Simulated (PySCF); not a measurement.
**Orbital picture of CaF⁺**

ωB97X at R = 1.885 Å; PySCF, no relativity, basis sets Ca aug-pcseg-1, F aug-pcseg-1. State: ¹Σ⁺ (singlet), closed shell. Only the outer orbitals are listed, counted within each symmetry.

```json
{"orbital": "5σ", "occ.": "2", "ε (eV)": "-58.39", "on Ca (%)": "100", "main shells (%)": "100 Ca s"}
{"orbital": "6σ", "occ.": "2", "ε (eV)": "-39.99", "on Ca (%)": "61", "main shells (%)": "61 Ca p, 37 F s"}
{"orbital": "2π", "occ.": "2", "ε (eV)": "-38.71", "on Ca (%)": "100", "main shells (%)": "100 Ca p"}
{"orbital": "2π", "occ.": "2", "ε (eV)": "-38.71", "on Ca (%)": "100", "main shells (%)": "100 Ca p"}
{"orbital": "7σ", "occ.": "2", "ε (eV)": "-36.17", "on Ca (%)": "39", "main shells (%)": "62 F s, 38 Ca p"}
{"orbital": "8σ", "occ.": "2", "ε (eV)": "-17.75", "on Ca (%)": "8", "main shells (%)": "92 F p"}
{"orbital": "3π", "occ.": "2", "ε (eV)": "-17.59", "on Ca (%)": "4", "main shells (%)": "96 F p"}
{"orbital": "3π", "occ.": "2", "ε (eV)": "-17.59", "on Ca (%)": "4", "main shells (%)": "96 F p"}
{"orbital": "9σ", "occ.": "0", "ε (eV)": "-5.07", "on Ca (%)": "98", "main shells (%)": "83 Ca s, 13 Ca p"}
{"orbital": "4π", "occ.": "0", "ε (eV)": "-3.35", "on Ca (%)": "98", "main shells (%)": "56 Ca p, 42 Ca d"}
{"orbital": "4π", "occ.": "0", "ε (eV)": "-3.35", "on Ca (%)": "98", "main shells (%)": "56 Ca p, 42 Ca d"}
```

Task: Which are the highest filled and the lowest empty level, where do they sit, and how wide is the gap?

Result: Highest filled 3π at -17.59 eV (in %: 96 F p); lowest empty 9σ at -5.07 eV (in %: 83 Ca s, 13 Ca p); the gap at ωB97X is 12.52 eV.

```
bond order (Mayer)                                                                                                : 0.47
⟨S²⟩                                                                                                              : 0.000
charge on Ca (Mulliken, basis-dependent)                                                                          : 1.70
charge on Ca (Löwdin, basis-dependent)                                                                            : 1.78
dipole moment (positive dipole points towards F; it is taken about the centre of mass and depends on that origin) : -8.54 D
```
